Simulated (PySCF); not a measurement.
Caution: the highest occupied level lies above zero, so the state may not be bound. This triplet lies 0.14 eV above the relaxed singlet at the level B3LYP-D3(BJ)/def2-TZVPD (PySCF); other levels give the other order.

B3LYP has the VWN-RPA correlation part, as in Gaussian. 

Cartesian coordinates (Å):
```xyz
5

B     -0.7968    -0.0956     0.0321
Al     1.2111    -0.5645     0.1377
H     -1.6878    -0.8842     0.2371
H     -1.1476     1.0287    -0.2560
H      2.4211     0.5156    -0.1509
```
Charge -1, spin multiplicity 3.

Task: Estimate the total energy and highest occupied spin orbital that PySCF 2.14.0 with B3LYP-D3(BJ)/def2-TZVPD returns for this input.

Result: 
```
Quantity                             Result
-----------------------------  ------------
total energy                   -269.0719 Ha
highest occupied spin orbital       0.39 eV
```
